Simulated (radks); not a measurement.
Values are calculated unless marked as measured or tabulated.
Task: The table gives one normalised radial function P(r) = r R(r) (large component) of Ru19+ in [Ar] 3d7 (r in bohr). Level of theory: Dirac Kohn-Sham, PBEsol, spin-unpolarised, spherical densities, finite nucleus; open shells are shared between the two j in proportion to 2j + 1; Fermi nuclear charge, rms radius 4.4809 fm (a radial shooting solver on a logarithmic mesh with Libxc functionals).

| r | P |
|---|---|
| 0.003883 | 0.0529 |
| 0.004343 | 0.0630 |
| 0.004858 | 0.0751 |
| 0.005434 | 0.0896 |
| 0.006078 | 0.1069 |
| 0.006798 | 0.1278 |
| 0.007604 | 0.1527 |
| 0.008505 | 0.1824 |
| 0.009437 | 0.2151 |
| 0.01056 | 0.2566 |
| 0.01181 | 0.3058 |
| 0.01321 | 0.3638 |
| 0.01477 | 0.4317 |
| 0.01652 | 0.5110 |
| 0.01848 | 0.6028 |
| 0.02067 | 0.7083 |
| 0.02312 | 0.8286 |
| 0.02586 | 0.9642 |
| 0.02892 | 1.1153 |
| 0.03235 | 1.2812 |
| 0.03618 | 1.4606 |
| 0.04015 | 1.6368 |
| 0.04491 | 1.8332 |
| 0.05023 | 2.0309 |
| 0.05618 | 2.2228 |
| 0.06284 | 2.4001 |
| 0.07029 | 2.5528 |
| 0.07862 | 2.6698 |
| 0.08794 | 2.7405 |
| 0.09836 | 2.7552 |
| 0.11 | 2.7068 |
| 0.1231 | 2.5922 |
| 0.1376 | 2.4132 |
| 0.154 | 2.1772 |
| 0.1708 | 1.9184 |
| 0.1911 | 1.6136 |
| 0.2137 | 1.3012 |
| 0.239 | 1.0017 |
| 0.2674 | 0.7325 |
| 0.2991 | 0.5059 |
| 0.3345 | 0.3281 |
| 0.3741 | 0.1984 |
| 0.4185 | 0.1111 |
| 0.4681 | 0.0571 |
| 0.5236 | 0.0266 |
| 0.5856 | 0.0112 |
| 0.6498 | 0.0045 |
| 0.7268 | 0.0015 |
| 0.8129 | 0.0004 |
| 0.9093 | 0.0001 |
| 1.017 | 0.0000 |
| 1.138 | 0.0000 |
| 1.272 | 0.0000 |

Which n and l does it have? It may be an empty orbital.

Result: n = 2, l = 1: the number of nodes gives n - l - 1 = 0, the rise at small r points to l (for j = l - 1/2 the large component starts outside the nucleus as r^gamma with gamma = sqrt(l^2 - (Z/c)^2) = 0.95 and the r^(l+1) term takes over further out; the orbital of l - 1 with the same j starts with the same power, but with a larger coefficient, and does not steepen), and the extent must fit the shell. The curve is that of 2p1/2; the two j differ most near the nucleus, where j = l - 1/2 has the larger amplitude, and in heavy atoms j = l - 1/2 is also the more compact. 2p1/2: eigenvalue -3513.2 eV, 0 radial nodes, <r> = 0.123 bohr, 90 % of the charge inside 0.202 bohr.
